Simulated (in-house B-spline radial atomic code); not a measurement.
**RPA and G0W0 on r2SCAN: P3+**

Configuration [Ne] 3s2, mean-field start r2SCAN. Computed with an all-electron radial atomic-structure program (B-spline basis): all electrons, non-relativistic, point nucleus, each spin shell either full or empty, empty states to l = 9 with an (l + 1/2)⁻⁴ tail; G0W0 by contour deformation at full frequency.

Command:
```bash
python run_gw.py task.json out
```
Settings (radii: box in bohr, nucleus in fm):
```
Z                        15
electrons                12
configuration            [Ne] 3s2
hamiltonian              nr
method                   r2scan
lmax                     9
spin_polarised           False
box_radius               14.14
intervals                48
ion_configuration        [Ne] 3s1
```

Cost of the run: 1.1 s on 1 thread of Intel(R) Xeon(R) 6975P-C (Granite Rapids) (shared host).

Energies (hartree):

| term | value |
| --- | --- |
| mean-field total | -339.00993 |
| Hartree-Fock functional on these orbitals | -338.55864 |
| direct second order | -0.83699 |
| second-order exchange | 0.30627 |
| SOSEX correction | 0.27032 |

What is the RPA correlation energy, and what remains with SOSEX?

RPA gives -0.72729 hartree (-1.65 eV per electron); RPA + SOSEX gives -0.45697, and the second-order doubles -0.53072 hartree (no singles). RPA lacks exchange-type terms and so overcorrelates at short range.

Quasi-particle levels (eV):

| level | occupied | mean field | Σx - vxc | Σc | QP weight | G0W0 |
| --- | --- | --- | --- | --- | --- | --- |
| 3s | yes | -45.71 | -4.17 | ? | ? | ? |
| 2p | yes | -165.44 | -20.24 | 4.80 | 0.870 | -180.88 |
| 3p | no | -35.04 | 6.16 | -1.73 | 0.934 | -30.61 |

G0W0 = mean field + (Σx - vxc) + Σc, with Σc (partial-wave tail included) taken at the quasi-particle energy. Levels of low weight are left out.

Where does G0W0 put 3s?

At -51.76 eV, with Σc = -1.88 eV and a quasi-particle weight of 0.947. The tabulated removal energy is 51.444 eV (NIST, measured); the calculation leaves out relativity, Breit and QED terms, and what these don't explain is the method's own error.

What does it cost to remove one electron (to [Ne] 3s1) by differences of total energies, each species on its own start (correlation terms add to the Hartree-Fock functional)?

r2SCAN 50.63 eV, Hartree-Fock functional 49.67 eV, + RPA 51.80 eV, + RPA + SOSEX 51.24 eV, + second order 51.96 eV. Tabulated: 51.444 eV (NIST, measured); the calculation leaves out relativity, Breit and QED terms, and what these don't explain is the method's own error.
